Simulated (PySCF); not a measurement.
## Spin-rotation constants: SMILES Cc1nn[nH]c1C, C₄H₇N₃

Molfile (atoms numbered from 1):
```
C4H7N3
     RDKit          3D

 14 14  0  0  0  0  0  0  0  0999 V2000
    1.9563   -0.2850    0.0029 C   0  0  0  0  0  0  0  0  0  0  0  0
    0.7016    0.4479    0.3106 C   0  0  0  0  0  0  0  0  0  0  0  0
    0.6923    1.6241    0.9757 N   0  0  0  0  0  0  0  0  0  0  0  0
   -0.5071    2.0376    1.1101 N   0  0  0  0  0  0  0  0  0  0  0  0
   -1.3211    1.1514    0.5397 N   0  0  0  0  0  0  0  0  0  0  0  0
   -0.6106    0.1200    0.0149 C   0  0  0  0  0  0  0  0  0  0  0  0
   -1.2336   -1.0260   -0.6881 C   0  0  0  0  0  0  0  0  0  0  0  0
    2.0792   -0.4023   -1.0732 H   0  0  0  0  0  0  0  0  0  0  0  0
    2.7979    0.2769    0.3968 H   0  0  0  0  0  0  0  0  0  0  0  0
    1.9442   -1.2746    0.4582 H   0  0  0  0  0  0  0  0  0  0  0  0
   -2.3203    1.2849    0.5330 H   0  0  0  0  0  0  0  0  0  0  0  0
   -1.9190   -1.5554   -0.0261 H   0  0  0  0  0  0  0  0  0  0  0  0
   -1.7960   -0.6829   -1.5565 H   0  0  0  0  0  0  0  0  0  0  0  0
   -0.4643   -1.7171   -1.0202 H   0  0  0  0  0  0  0  0  0  0  0  0
  1  2  1  0
  2  3  1  0
  3  4  2  0
  4  5  1  0
  5  6  1  0
  6  7  1  0
  6  2  2  0
  1  8  1  0
  1  9  1  0
  1 10  1  0
  5 11  1  0
  7 12  1  0
  7 13  1  0
  7 14  1  0
M  END
```

Method: GIAO B3LYP/pcSseg-1 magnetisability, rotational g tensor and spin-rotation constants, non-relativistic, gas phase in PySCF 2.14.0. Geometry: GFN2-xTB.

**Question.** Give the nuclear spin-rotation constants along the inertial axes (H = +C I·J) beside the isotropic shieldings.

**Answer.** Rotational constants 3.5795, 3.4655, 1.8003 GHz. A star marks the isotopologue with that one atom substituted, in its own axes.
```tsv
atom	isotope	Caa (kHz)	Cbb (kHz)	Ccc (kHz)	mean (kHz)	σ (ppm)
N3	14N	0.995	0.886	0.122	0.667	-129.2
N4	14N	0.726	1.124	0.148	0.666	-135.9
N5	14N	0.486	0.669	0.168	0.441	4.8
H8	1H	-0.203	-0.365	-0.035	-0.201	29.5
H9	1H	-0.325	0.102	-0.195	-0.140	28.9
H10	1H	-0.201	-0.364	-0.036	-0.201	29.5
H11	1H	-0.266	0.375	-0.198	-0.029	21.2
H12	1H	-0.387	-0.202	-0.037	-0.209	29.4
H13	1H	-0.387	-0.200	-0.039	-0.208	29.4
H14	1H	0.024	-0.279	-0.201	-0.152	29.3
C1	13C*	0.475	0.507	0.251	0.411	169.4
C2	13C*	1.570	1.342	0.355	1.089	38.4
C6	13C*	1.613	1.295	0.291	1.066	46.1
C7	13C*	0.470	0.502	0.227	0.400	172.5
```
For the geometry as given, no vibrational averaging.

**Question.** How do the rotational constants and the g tensor change when H8, H9, H10, H11, H12, H13, H14 are replaced by deuterium?

**Answer.** Constants 3.0112, 2.9077, 1.5358 GHz; g -0.0521, -0.0240, 0.0113, against -0.0337, -0.0549, 0.0138 before.
